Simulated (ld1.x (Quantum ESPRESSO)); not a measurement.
## u(r) = r·R(r): atom against pseudo-atom (silicon (Si))

Columns: radius, all-electron u(r) and pseudo u(r) of the 3s shell (level -14.59 eV) of silicon in the configuration [Ne] 3s2 3p1.5; BLYP, scalar-relativistic, ultrasoft scheme, ld1.x (Quantum ESPRESSO) 7.5.

```
r (bohr)  all-electron  pseudo
   0.115        0.0918  0.0698
   0.230       -0.2042  0.1393
   0.345       -0.3450  0.2082
   0.460       -0.3224  0.2762
   0.575       -0.2031  0.3427
   0.690       -0.0423  0.4071
   0.805        0.1256  0.4687
   0.920        0.2815  0.5267
   1.035        0.4162  0.5800
   1.150        0.5261  0.6278
   1.265        0.6115  0.6690
   1.380        0.6740  0.7027
   1.495        0.7162  0.7280
   1.610        0.7409  0.7443
   1.725        0.7506  0.7510
   1.840        0.7479  0.7479
   1.955        0.7353  0.7353
   2.070        0.7149  0.7149
   2.185        0.6887  0.6887
   2.300        0.6584  0.6584
   2.415        0.6254  0.6254
   2.530        0.5906  0.5906
   2.645        0.5551  0.5551
   2.760        0.5195  0.5195
   2.875        0.4844  0.4844
   2.990        0.4503  0.4503
```

(1) How many radial nodes do the two functions have?

(2) At about which radius was the pseudo-wave matched?

(3) Is the pseudo-wave norm-conserving?

Results:

(1) The all-electron 3s function has n − l − 1 = 2; the pseudo-wave has 0, since the states of the same l below it are removed with the core.

(2) 1.85 bohr. The columns agree to 0.0005 from 1.73 bohr on; several derivatives are matched, so the curves merge somewhat inside the radius.

(3) No, it belongs to an ultrasoft set: the norm inside the radius is not constrained, and the difference is carried by the augmentation charge.
